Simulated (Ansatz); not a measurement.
Reaction (redistribution): `[SiH3][SiH2][GeH2][SiH2][GeH3]` + `[OH][GeH2][GeH3]` → `[GeH3][SiH2][GeH2][SiH2][GeH2][GeH3]` + `O[SiH3]`

Computed with Ansatz on PBE0-D4/def2-TZVP structures; ΔE is electronic, products minus reactants. CCSD(T)/CBS adds triple-zeta CCSD(T) − MP2 to the extrapolated MP2 energy (def2 sets, frozen cores). Functionals use def2-TZVPP. For Ge outer-core shells are correlated without core-valence functions, which leaves a few kJ/mol of doubt a bond. Scalar relativity is left out up to krypton. Each species was taken in one conformer, which may not be the lowest.

```
        level  ΔE (eV)
    CAM-B3LYP    -0.88
MP2/CBS(def2)    -1.08
```

**Question.** What does CCSD(T)/CBS give? (Estimate.)

**Answer.** Computed: -1.00 eV. The listed levels differ from it by 0.12, -0.08 eV.

Largest T1 diagnostic among the species: 0.013.

The D4 term adds −0.10 eV with B3LYP and −0.06 eV with PBE0; it sums over pairs of atoms, weighted by their polarisabilities, and B3LYP, whose exchange is more repulsive, gets the larger term. In def2-TZVPP, CCSD(T) changes the Hartree–Fock value by −0.08 eV (the triples alone add −0.00 eV) and MP2 by −0.16 eV. From PBE to PBE0 (25 % exact exchange), in def2-TZVPP and without D4, ΔE moves by −0.07 eV.

B3LYP here is the variant with VWN-RPA as its local correlation; programs differ in this.
